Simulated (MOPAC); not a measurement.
Input for MOPAC: PM6 on CoAs, 2S+1 = 5, a spin state set in the input, which need not be the lowest, a point of a bond scan (R = 2.253 Å).

```
PM6 1SCF PRECISE CHARGE=0 UHF MS=2 THREADS=1
AsCo

Co     0.00000000 1     0.00000000 1     0.00000000 1
As     0.00000000 1     0.00000000 1     2.25317300 1
```

It printed:

```
*******************************************************************************
 **                                                                           **
 **                              MOPAC v23.2.5                                **
 **                                                                           **
 *******************************************************************************
 ** MOPAC's Digital Object Identifier: https://doi.org/10.5281/zenodo.6511958 **
 **                                                                           **
 ** Please cite the open-source release paper for use of this MOPAC version:  **
 ** J. E. Moussa and J. J. P. Stewart (2026)                                  **
 ** MOPAC: An open-source semiempirical molecular orbital program             **
 ** J. Open Source Softw., 11(119), 8025, https://doi.org/10.21105/joss.08025 **
 *******************************************************************************

                              PM6 CALCULATION RESULTS

 *******************************************************************************
 *  PM6        - The PM6 Hamiltonian to be used
 *  UHF        - UNRESTRICTED HARTREE-FOCK CALCULATION
 *
 *
 *
 *                 CHARGE ON SYSTEM = 0
 *
 *
 *
 *  MS=        - IN MECI, MAGNETIC COMPONENT OF SPIN =  2.0
 *  PRECISE    - TIGHTER CRITERIA TO BE USED
 *  1SCF       - DO 1 SCF AND THEN STOP
 *  THREADS=1  - MULTI-THREADING NOT USED
 *  T=         - A TIME OF 172800.0 SECONDS REQUESTED
 *  DUMP=N     - RESTART FILE WRITTEN EVERY 7200.0 SECONDS REQUESTED
 *******************************************************************************
PM6 1SCF PRECISE CHARGE=0 UHF MS=2 THREADS=1
 AsCo

   ATOM   CHEMICAL          X               Y               Z
  NUMBER   SYMBOL      (ANGSTROMS)     (ANGSTROMS)     (ANGSTROMS)

     1      Co          0.00000000  *   0.00000000  *   0.00000000  *
     2      As          0.00000000  *   0.00000000  *   2.25317300  *



          CARTESIAN COORDINATES

    NO.       ATOM           X           Y           Z

     1        Co          0.0000      0.0000      0.0000
     2        As          0.0000      0.0000      2.2532

 General Reference for PM6:
 "Optimization of Parameters for Semiempirical Methods V: Modification of NDDO Approximations
 and Application to 70 Elements", J. J. P. Stewart, J. Mol. Mod., 13, 1173-1213 (2007)
 URL: https://link.springer.com/article/10.1007/s00894-007-0233-4

           Empirical Formula: Co As  =     2 atoms



      MOLECULAR POINT GROUP   :   C*v


          UHF CALCULATION, NO. OF ALPHA ELECTRONS =    9
                           NO. OF BETA  ELECTRONS =    5

 -------------------------------------------------------------------------------
 PM6 1SCF PRECISE CHARGE=0 UHF MS=2 THREADS=1
 AsCo



     1SCF WAS SPECIFIED, SO BFGS WAS NOT USED
     SCF FIELD WAS ACHIEVED


                              PM6 CALCULATION
                                                       MOPAC v23.2.5 Linux




          FINAL HEAT OF FORMATION =         71.02662 KCAL/MOL =     297.17539 KJ/MOL


          COSMO AREA              =         99.32 SQUARE ANGSTROMS
          COSMO VOLUME            =         87.30 CUBIC ANGSTROMS

          IONIZATION POTENTIAL    =         10.226782 EV
          ALPHA SOMO LUMO (EV)    =        -10.227 -3.047
          BETA  SOMO LUMO (EV)    =        -10.394 -8.153
          NO. OF ALPHA ELECTRONS  =          9
          NO. OF BETA  ELECTRONS  =          5
          MOLECULAR WEIGHT        =        133.8548         POINT GROUP:  C*v

          MOLECULAR DIMENSIONS (Angstroms)

            Atom       Atom       Distance
           As     2   Co     1     2.25317
           As     2   Co     1     0.00000
           Co     1   As     2     0.00000


          SCF CALCULATIONS        =          1





   ATOM   CHEMICAL          X               Y               Z
  NUMBER   SYMBOL      (ANGSTROMS)     (ANGSTROMS)     (ANGSTROMS)

     1      Co          0.00000000  *   0.00000000  *   0.00000000  *
     2      As          0.00000000  *   0.00000000  *   2.25317300  *

                             CARTESIAN COORDINATES

   1   Co        0.000000000     0.000000000     0.000000000
   2   As        0.000000000     0.000000000     2.253173000


           Empirical Formula: Co As  =     2 atoms



      MOLECULAR POINT GROUP   :   C*v


          ALPHA EIGENVALUES
 -17.79417 -12.35249 -12.35249 -11.68848 -10.86811 -10.82263 -10.73295 -10.22678
 -10.22678  -3.04742  36.83063  36.83385  36.83385  45.76109  45.76110  46.89574
  46.89574  47.28205


           BETA EIGENVALUES
 -17.19208 -11.29337 -10.68711 -10.68711 -10.39418  -8.15303  -7.94747  -2.63430
  -2.17762  -2.17762  37.03507  37.31855  37.31855  49.66819  50.23257  50.23257
  51.99628  51.99629


              NET ATOMIC CHARGES AND DIPOLE CONTRIBUTIONS

  ATOM NO.   TYPE          CHARGE      No. of ELECS.   s-Pop       p-Pop       d-Pop
    1         Co          -0.283619        9.2836     1.34224     0.00094     7.94044
    2         As           0.283619        4.7164     1.88521     2.82739     0.00378
 DIPOLE           X         Y         Z       TOTAL
 POINT-CHG.     0.000     0.000     3.069     3.069
 HYBRID        -0.000    -0.000    -1.138     1.138
 SUM           -0.000    -0.000     1.932     1.932


          ATOMIC ORBITAL ELECTRON POPULATIONS

     Atom    s        px        py        pz      x^2-y^2     xz        z^2       yz        xy
    1 Co   1.34224   0.00007   0.00007   0.00081   1.00000   1.97058   0.99928   1.97058   2.00000
    2 As   1.88521   1.02849   1.02849   0.77042   0.00000   0.00086   0.00205   0.00086   0.00000


                    (SZ)    =    2.000000
                    (S**2)  =    6.006592


          ATOMIC ORBITAL SPIN POPULATIONS

    Atom   Total    s     px     py     pz   x^2-y^2  xz     z^2    yz     xy
         Atomic
    1 Co  2.0956  0.140  0.000  0.000 -0.000  1.000  0.029  0.897  0.029 -0.000
    2 As  1.9044  0.019  0.970  0.970 -0.056  0.000  0.001  0.001  0.001  0.000

 **********************
 *                    *
 * JOB ENDED NORMALLY *
 *                    *
 **********************




 == MOPAC DONE ==
```

The run finished.

Cost: about 0.03 core-seconds (a rough figure).
